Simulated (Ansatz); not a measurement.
Reaction (formal loss of a carbene): `CSB(O)Cl` → `[CH2]` (triplet) + `OB(S)Cl`

Isolated molecules relaxed with PBE0-D4/def2-TZVP in Ansatz; ΔE leaves out vibrations. CBS: MP2 limit from def2 TZ/QZ plus the TZ coupled-cluster correction, frozen cores. This one scheme is used for every species. Functionals use def2-TZVPP. B3LYP here is the variant with VWN-RPA as its local correlation; programs differ in this. Triplets are unrestricted, without spin–orbit coupling. One conformer a species, not always the lowest.

`CSB(O)Cl`:

Cartesian coordinates in Å:
```
C -1.420 0.048 -0.604
S -0.044 1.224 -0.606
B 1.187 0.325 0.329
O 0.944 -0.910 0.823
Cl 2.755 1.110 0.594
H -2.234 0.517 -1.156
H -1.134 -0.879 -1.098
H -1.745 -0.162 0.413
H 1.691 -1.275 1.305
```

`[CH2]` (triplet):

Z-matrix (Å, degrees):
```
C
H 1 1.079
H 1 1.079 2 134.9
```

`OB(S)Cl`:

Cartesian coordinates in Å:
```
O -0.171 1.046 0.436
B -0.142 -0.269 0.139
S 0.802 -0.895 -1.260
Cl -1.034 -1.442 1.118
H -0.711 1.249 1.206
H 1.257 0.311 -1.640
```

| level | ΔE (eV) | difference from CCSD(T)/CBS |
| --- | --- | --- |
| PBE-D4 | 4.53 | 0.08 |
| r2SCAN-D4 | 4.22 | -0.23 |
| PBE0-D4 | 4.43 | -0.02 |
| B3LYP-D4 | 4.38 | -0.07 |
| ωB97X-V | 4.55 | 0.10 |
| ωB97M-V | 4.47 | 0.02 |
| B2PLYP | 4.34 | -0.11 |
| PBE | 4.46 | 0.01 |
| r2SCAN | 4.21 | -0.24 |
| PBE0 | 4.37 | -0.08 |
| B3LYP | 4.27 | -0.18 |
| HF/def2-TZVPP | 2.89 | -1.56 |
| MP2/def2-TZVPP | 4.46 | 0.01 |
| SCS-MP2/def2-TZVPP | 4.46 | 0.01 |
| CCSD/def2-TZVPP | 4.18 | -0.27 |
| CCSD(T)/def2-TZVPP | 4.31 | -0.14 |
| HF/def2-QZVPP | 2.90 | -1.55 |
| MP2/def2-QZVPP | 4.54 | 0.09 |
| SCS-MP2/def2-QZVPP | 4.56 | 0.11 |
| HF/CBS(def2) | 2.90 | -1.55 |
| MP2/CBS(def2) | 4.60 | 0.15 |
| CCSD/CBS(def2) | 4.32 | -0.13 |
| CCSD(T)/CBS | 4.45 | 0 |

Largest T1 diagnostic among the species: 0.012.

In def2-TZVPP, CCSD(T) changes the Hartree–Fock value by +1.41 eV (the triples alone add +0.13 eV) and MP2 by +1.57 eV. The D4 term adds +0.11 eV with B3LYP and +0.06 eV with PBE0; it sums over pairs of atoms, weighted by their polarisabilities, and B3LYP, whose exchange is more repulsive, gets the larger term.
